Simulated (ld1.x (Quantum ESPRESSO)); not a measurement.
## Pseudopotential generation for vanadium: RRKJ, LDA (PZ), scalar-relativistic.

Input for ld1.x (Quantum ESPRESSO) 7.5:

```
&input
   title='V', zed=23., rel=1, dft='PZ', iswitch=3,
   config='[Ar] 3d3 4s1.75 4p0.25',
   nld=3, rlderiv=3.15, eminld=-5.0, emaxld=5.0, deld=0.02
 /
 &inputp
   pseudotype=2, tm=.false., rho0=0.005, lloc=-2, rcloc=2.40,
   nlcc=.true., new_core_ps=.true.,
   file_pseudopw='V.UPF', file_wfcaegen='ae.wfc', file_wfcncgen='nc.wfc', file_beta='beta', file_chi='chi'
 /
3
4S  1  0   1.75   0.00  2.90  2.90  0.0
3P  2  1   6.00   0.00  1.00  1.00  0.0
3D  3  2   3.00   0.00  1.85  1.85  0.0
 &test
   configts(1)='3p6 3d3 4s1.75 4p0.25'
 /
```

Command:

```bash
ld1.x < V.in > V.out
```

Output (shortened: banner, matrices, multipoles, cross overlaps and the repeated all-electron block are left out):

```
Program LD1 v.7.5
     --------------------------- All-electron run ----------------------------

     V
     scalar relativistic calculation

     atomic number is 23.00
     dft =PZ   lsd =0 sic =0 latt =0  beta=0.20 tr2=1.0E-14
     Exchange-correlation= PZ
                           (   1   1   0   0   0   0   0)
     mesh =1181 r(mesh) = 100.93793 a.u. xmin = -7.00 dx = 0.01250
     1 Ry =  13.60569312 eV, c = 137.03599908

     n l     nl                  e(Ry)          e(Ha)          e(eV)
     1 0     1S 1( 2.00)      -393.3312      -196.6656     -5351.5432
     2 0     2S 1( 2.00)       -44.2053       -22.1026      -601.4434
     2 1     2P 1( 6.00)       -36.9840       -18.4920      -503.1928
     3 0     3S 1( 2.00)        -5.1595        -2.5797       -70.1979
     3 1     3P 1( 6.00)        -3.2578        -1.6289       -44.3252
     3 2     3D 1( 3.00)        -0.4211        -0.2106        -5.7300
     4 0     4S 1( 1.75)        -0.3735        -0.1867        -5.0815
     4 1     4P 1( 0.25)        -0.1264        -0.0632        -1.7196

     final scf error:  6.5E-15 reached in  25 iterations

     Etot =   -1894.055005 Ry,    -947.027502 Ha,  -25769.931149 eV

     Ekin =    1910.587270 Ry,     955.293635 Ha,   25994.864077 eV
     Encl =   -4511.566666 Ry,   -2255.783333 Ha,  -61382.991564 eV
     Eh   =     793.142199 Ry,     396.571099 Ha,   10791.249359 eV
     Exc  =     -86.217807 Ry,     -43.108903 Ha,   -1173.053021 eV

     normalization and overlap integrals

     s(1S/1S) =  1.000000  <r> =   0.0666  <r2> =    0.0060  r(max) =   0.0435
     s(2S/2S) =  1.000000  <r> =   0.3091  <r2> =    0.1129  r(max) =   0.2565
     s(2P/2P) =  1.000000  <r> =   0.2745  <r2> =    0.0929  r(max) =   0.2074
     s(3S/3S) =  1.000000  <r> =   0.9504  <r2> =    1.0435  r(max) =   0.8204
     s(3P/3P) =  1.000000  <r> =   1.0180  <r2> =    1.2238  r(max) =   0.8411
     s(3D/3D) =  1.000000  <r> =   1.4386  <r2> =    2.7985  r(max) =   0.8843
     s(4S/4S) =  1.000000  <r> =   3.3033  <r2> =   12.6216  r(max) =   2.7237
     s(4P/4P) =  1.000000  <r> =   4.5918  <r2> =   24.9310  r(max) =   3.5859

     ------------------------ End of All-electron run ------------------------

     --------------------- Generating NC pseudopotential ---------------------

      Generating local potential from pseudized AE potential:
      Matching radius rcloc =   2.4000
      Enforcing V''(0)=0 (lloc=-2)

      Local pseudo, rcloc= 2.374 Estimated cut-off energy=     5.64 Ry

      Computing core charge for nlcc:

       r > 0.50 : true rho core
      Core charge pseudized with two Bessel functions
      Integrated core pseudo-charge :   8.04

      Wfc   4S  rcut= 2.899  Estimated cut-off energy=        5.39 Ry
      Using 4 Bessel functions for this wfc, rho(0) = 0.005
      This function has    0 nodes for 0 < r <    2.899

      Wfc   3P  rcut= 0.990  Estimated cut-off energy=      179.59 Ry
      This function has    0 nodes for 0 < r <    0.990

      Wfc   3D  rcut= 1.849  Estimated cut-off energy=       68.48 Ry
      This function has    0 nodes for 0 < r <    1.849

     ------------------- End of pseudopotential generation -------------------

     Computing logarithmic derivative in   3.14488
     Computing logarithmic derivative in   3.14488
     Computing the partial wave expansion
     R is outside the sphere for l=    0 j= 0.00
     R is outside the sphere for l=    1 j= 0.00
     R is outside the sphere for l=    2 j= 0.00

     ---------------------- Testing the pseudopotential ----------------------

     V
     scalar relativistic calculation

     atomic number is 23.00   valence charge is 11.00
     dft =PZ   lsd =0 sic =0 latt =0  beta=0.20 tr2=1.0E-14
     mesh =1181 r(mesh) = 100.93793 xmin = -7.00 dx = 0.01250

     n l     nl             e AE (Ry)        e PS (Ry)    De AE-PS (Ry)
     2 1     3P   1( 6.00)       -3.25784       -3.25784       -0.00000
     3 2     3D   1( 3.00)       -0.42115       -0.42115        0.00000
     1 0     4S   1( 1.75)       -0.37348       -0.37348        0.00000
     3 1     4P   1( 0.25)       -0.12639       -0.10872       -0.01767  !

     eps = 6.7E-15  iter = 10

     Etot =   -1894.055005 Ry,    -947.027502 Ha,  -25769.931149 eV
     Etotps =  -119.320832 Ry,     -59.660416 Ha,   -1623.442623 eV

     Ekin =      53.062492 Ry,      26.531246 Ha,     721.951976 eV
     Encl =    -157.722908 Ry,     -78.861454 Ha,   -2145.929478 eV
     Ehrt =      76.299382 Ry,      38.149691 Ha,    1038.105972 eV
     Ecxc =     -39.367625 Ry,     -19.683812 Ha,    -535.623822 eV
     (Ecc =     -24.184540 Ry,     -12.092270 Ha,    -329.047426 eV)
     Epseu=     -51.592173 Ry,     -25.796086 Ha,    -701.947270 eV

     ---------------------- End of pseudopotential test ----------------------
```

ld1.x takes every shell without a wave as core, so the model core holds the 4p electrons as well and exchange and correlation see them twice. This cancels in the reference configuration, but the file is broken for other ones, and its errors say nothing about a proper core correction.

Generation and configuration tests took about 2.2 s on one core of a shared server CPU.

Transferability test of the new file with ld1.x, input:

```
&input
   title='V', zed=23., rel=1, dft='PZ', iswitch=2,
   config='[Ar] 3d3 4s1.75 4p0.25'
 /
 &test
   file_pseudo='V.UPF', nconf=10,
   configts(1)='3p6 3d3 4s1.75 4p0.25',
   configts(2)='3p6 3d3 4s2 4p0',
   configts(3)='3p6 3d3 4s1 4p0',
   configts(4)='3p6 3d3 4s0 4p0',
   configts(5)='3p6 3d4 4s1 4p0',
   configts(6)='3p6 3d3 4s0 4p2',
   configts(7)='3p6 3d2 4s2 4p0',
   configts(8)='3p6 3d3.5 4s1.5 4p0',
   configts(9)='3p6 3d3 4s1.75 4p0.25', lsdts(9)=1,
   configts(10)='3p6 3d3 4s2 4p0', lsdts(10)=1
 /
```

```bash
ld1.x < V.test.in > V.test.out
```

Pseudopotential blocks of its output, shortened (energy terms left out; the distinct warnings before each block abridged to one line each):

```
     Warning: n=2, l=1 expected 0 nodes, found 1
     ---------------------- Testing the pseudopotential ----------------------

     n l     nl             e AE (Ry)        e PS (Ry)    De AE-PS (Ry)
     2 1     3P   1( 6.00)       -3.25784       -3.25784       -0.00000
     3 2     3D   1( 3.00)       -0.42115       -0.42115        0.00000
     1 0     4S   1( 1.75)       -0.37348       -0.37348        0.00000
     3 1     4P   1( 0.25)       -0.12639       -0.10872       -0.01767  !

     eps = 8.7E-15  iter = 18

     Etot =   -1894.055005 Ry,    -947.027502 Ha,  -25769.931150 eV
     Etotps =  -119.320836 Ry,     -59.660418 Ha,   -1623.442674 eV

     ---------------------- End of pseudopotential test ----------------------

          ---------------------- Testing the pseudopotential ----------------------

     n l     nl             e AE (Ry)        e PS (Ry)    De AE-PS (Ry)
     2 1     3P   1( 6.00)       -3.23060       -3.22651       -0.00409
     3 2     3D   1( 3.00)       -0.39543       -0.39086       -0.00457
     1 0     4S   1( 2.00)       -0.35668       -0.35340       -0.00328
     3 1     4P   1( 0.00)       -0.11246       -0.09385       -0.01861  !

     eps = 5.3E-15  iter = 19

     Etot =   -1894.116398 Ry,    -947.058199 Ha,  -25770.766454 eV
     Etotps =  -119.386363 Ry,     -59.693181 Ha,   -1624.334215 eV
     dEtot_ae =      -0.061394 Ry
     dEtot_ps =      -0.065527 Ry,   Delta E=       0.004133 Ry

     ---------------------- End of pseudopotential test ----------------------

          ---------------------- Testing the pseudopotential ----------------------

     n l     nl             e AE (Ry)        e PS (Ry)    De AE-PS (Ry)
     2 1     3P   1( 6.00)       -3.79539       -3.78722       -0.00817  !
     3 2     3D   1( 3.00)       -0.94936       -0.94405       -0.00530  !
     1 0     4S   1( 1.00)       -0.82069       -0.82146        0.00078
     3 1     4P   1( 0.00)       -0.51586       -0.48794       -0.02792  !

     eps = 6.4E-15  iter = 17

     Etot =   -1893.532739 Ry,    -946.766369 Ha,  -25762.825365 eV
     Etotps =  -118.804097 Ry,     -59.402048 Ha,   -1616.412082 eV
     dEtot_ae =       0.522266 Ry
     dEtot_ps =       0.516739 Ry,   Delta E=       0.005527 Ry

     ---------------------- End of pseudopotential test ----------------------

          ---------------------- Testing the pseudopotential ----------------------

     n l     nl             e AE (Ry)        e PS (Ry)    De AE-PS (Ry)
     2 1     3P   1( 6.00)       -4.45188       -4.44140       -0.01048  !
     3 2     3D   1( 3.00)       -1.58646       -1.58307       -0.00338
     1 0     4S   1( 0.00)       -1.31493       -1.33205        0.01712  !
     3 1     4P   1( 0.00)       -0.95100       -0.92743       -0.02357  !

     eps = 3.1E-15  iter =  9

     Etot =   -1892.463673 Ry,    -946.231837 Ha,  -25748.279986 eV
     Etotps =  -117.728857 Ry,     -58.864429 Ha,   -1601.782705 eV
     dEtot_ae =       1.591331 Ry
     dEtot_ps =       1.591978 Ry,   Delta E=      -0.000647 Ry

     ---------------------- End of pseudopotential test ----------------------

          ---------------------- Testing the pseudopotential ----------------------

     n l     nl             e AE (Ry)        e PS (Ry)    De AE-PS (Ry)
     2 1     3P   1( 6.00)       -2.97215       -2.95415       -0.01800  !
     3 2     3D   1( 4.00)       -0.19306       -0.18605       -0.00701  !
     1 0     4S   1( 1.00)       -0.29749       -0.29791        0.00042
     3 1     4P   1( 0.00)       -0.08375       -0.07196       -0.01179  !

     eps = 2.0E-15  iter = 15

     Etot =   -1894.076606 Ry,    -947.038303 Ha,  -25770.225050 eV
     Etotps =  -119.342003 Ry,     -59.671001 Ha,   -1623.730668 eV
     dEtot_ae =      -0.021601 Ry
     dEtot_ps =      -0.021167 Ry,   Delta E=      -0.000434 Ry

     ---------------------- End of pseudopotential test ----------------------

          ---------------------- Testing the pseudopotential ----------------------

     n l     nl             e AE (Ry)        e PS (Ry)    De AE-PS (Ry)
     2 1     3P   1( 6.00)       -3.42810       -3.45864        0.03054  !
     3 2     3D   1( 3.00)       -0.58043       -0.61333        0.03291  !
     1 0     4S   1( 0.00)       -0.47070       -0.49135        0.02064  !
     3 1     4P   1( 2.00)       -0.20038       -0.18901       -0.01137  !

     eps = 6.7E-15  iter = 13

     Etot =   -1893.601921 Ry,    -946.800960 Ha,  -25763.766630 eV
     Etotps =  -118.823990 Ry,     -59.411995 Ha,   -1616.682746 eV
     dEtot_ae =       0.453084 Ry
     dEtot_ps =       0.496845 Ry,   Delta E=      -0.043762 Ry

     ---------------------- End of pseudopotential test ----------------------

          ---------------------- Testing the pseudopotential ----------------------

     n l     nl             e AE (Ry)        e PS (Ry)    De AE-PS (Ry)
     2 1     3P   1( 6.00)       -4.20576       -4.19667       -0.00908  !
     3 2     3D   1( 2.00)       -1.29898       -1.27600       -0.02298  !
     1 0     4S   1( 2.00)       -0.93414       -0.92750       -0.00664  !
     3 1     4P   1( 0.00)       -0.59579       -0.54898       -0.04682  !

     eps = 5.3E-15  iter = 19

     Etot =   -1893.291882 Ry,    -946.645941 Ha,  -25759.548341 eV
     Etotps =  -118.571355 Ry,     -59.285677 Ha,   -1613.245467 eV
     dEtot_ae =       0.763122 Ry
     dEtot_ps =       0.749481 Ry,   Delta E=       0.013641 Ry

     ---------------------- End of pseudopotential test ----------------------

          ---------------------- Testing the pseudopotential ----------------------

     n l     nl             e AE (Ry)        e PS (Ry)    De AE-PS (Ry)
     2 1     3P   1( 6.00)       -3.08599       -3.07382       -0.01217  !
     3 2     3D   1( 3.50)       -0.28037       -0.27416       -0.00621  !
     1 0     4S   1( 1.50)       -0.32378       -0.32212       -0.00166
     3 1     4P   1( 0.00)       -0.09612       -0.08122       -0.01490  !

     eps = 1.5E-15  iter = 14

     Etot =   -1894.114374 Ry,    -947.057187 Ha,  -25770.738911 eV
     Etotps =  -119.382866 Ry,     -59.691433 Ha,   -1624.286645 eV
     dEtot_ae =      -0.059369 Ry
     dEtot_ps =      -0.062031 Ry,   Delta E=       0.002661 Ry

     ---------------------- End of pseudopotential test ----------------------

          ---------------------- Testing the pseudopotential ----------------------

     n l     nl             e AE (Ry)        e PS (Ry)    De AE-PS (Ry)
     2 1     3P   1( 3.00)       -3.31868       -3.31857       -0.00011
     3 2     3D   1( 3.00)       -0.47709       -0.48143        0.00434
     1 0     4S   1( 1.00)       -0.39847       -0.39753       -0.00093
     3 1     4P   1( 0.25)       -0.14055       -0.11990       -0.02064  !
     2 1     3P   2( 3.00)       -3.13036       -3.12438       -0.00598  !
     3 2     3D   2( 0.00)       -0.31041       -0.30233       -0.00808  !
     1 0     4S   2( 0.75)       -0.33046       -0.33179        0.00133
     3 1     4P   2( 0.00)       -0.10340       -0.09042       -0.01298  !

     eps = 4.4E-15  iter = 20

     Etot =   -1894.186501 Ry,    -947.093251 Ha,  -25771.720254 eV
     Etotps =  -119.461038 Ry,     -59.730519 Ha,   -1625.350217 eV
     dEtot_ae =      -0.131497 Ry
     dEtot_ps =      -0.140202 Ry,   Delta E=       0.008705 Ry

     ---------------------- End of pseudopotential test ----------------------

          ---------------------- Testing the pseudopotential ----------------------

     n l     nl             e AE (Ry)        e PS (Ry)    De AE-PS (Ry)
     2 1     3P   1( 3.00)       -3.29230       -3.28796       -0.00434
     3 2     3D   1( 3.00)       -0.45092       -0.45065       -0.00027
     1 0     4S   1( 1.00)       -0.37587       -0.37191       -0.00396
     3 1     4P   1( 0.00)       -0.12153       -0.10023       -0.02130  !
     2 1     3P   2( 3.00)       -3.10670       -3.09598       -0.01072  !
     3 2     3D   2( 0.00)       -0.29191       -0.27881       -0.01310  !
     1 0     4S   2( 1.00)       -0.32800       -0.32510       -0.00290
     3 1     4P   2( 0.00)       -0.10093       -0.08557       -0.01536  !

     eps = 3.3E-15  iter = 20

     Etot =   -1894.236068 Ry,    -947.118034 Ha,  -25772.394650 eV
     Etotps =  -119.515653 Ry,     -59.757827 Ha,   -1626.093299 eV
     dEtot_ae =      -0.181064 Ry
     dEtot_ps =      -0.194817 Ry,   Delta E=       0.013753 Ry

     ---------------------- End of pseudopotential test ----------------------
```
